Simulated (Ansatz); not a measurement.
The cluster Ca2F4⁻, relaxed as a doublet with UKS PBE-D4/def2-SVPD in Ansatz, starting from the PBE-D4/def2-SVP geometry of the neutral singlet. Force threshold 0.02 eV/Å.

The highest occupied level of the relaxed charge -1 doublet lies above zero (up to 0.58 eV). By energy differences its removal costs 0.85 eV (each at its own geometry, to the charge 0 singlet, at PBE0-D4/def2-TZVPD). The structure comes from a short search, and lower isomers may exist.

Start:

| atom | x (Å) | y (Å) | z (Å) |
| --- | --- | --- | --- |
| Ca1 | 1.0707 | -0.6923 | 1.0897 |
| Ca2 | -1.0721 | 0.6940 | -1.0873 |
| F3 | -0.8779 | -1.0390 | 0.2028 |
| F4 | 0.8770 | 1.0406 | -0.2003 |
| F5 | -2.3520 | 1.5307 | -2.3421 |
| F6 | 2.3542 | -1.5339 | 2.3371 |

| step | energy (eV) | largest force component (eV/Å) | SCF passes |
| --- | --- | --- | --- |
| 1 | -47721.4575 | 0.886 | 30 |
| 2 | -47721.5536 | 0.227 | 34 |
| 3 | -47721.5916 | 0.147 | 36 |
| 4 | -47721.6883 | 0.073 | 36 |
| 5 (rejected) | -47721.6809 | 0.192 | 36 |
| 6 | -47721.6974 | 0.039 | 33 |
| 7 | -47721.7050 | 0.035 | 35 |
| 8 | -47721.7095 | 0.046 | 35 |
| 9 (rejected) | -47721.7093 | 0.053 | 34 |
| 10 | -47721.7106 | 0.008 | 34 |

Force components are those of the run's own axes.

End:

```xyz
6

Ca    0.890   -0.494    1.325
Ca   -1.205    0.869   -0.765
F    -0.886   -1.082    0.183
F     0.913    1.050   -0.230
F    -2.138    1.313   -2.534
F     2.427   -1.656    2.021
```

By distances, no bond broke or formed. The bond that changes most is Ca1–F6, from 1.98 to 2.05 Å (atoms count from 1).

No frequencies were taken in this run, so the end may be a saddle point.

Hardware: 4 threads of Arm Neoverse V2 on a shared host. Wall time 35 s.
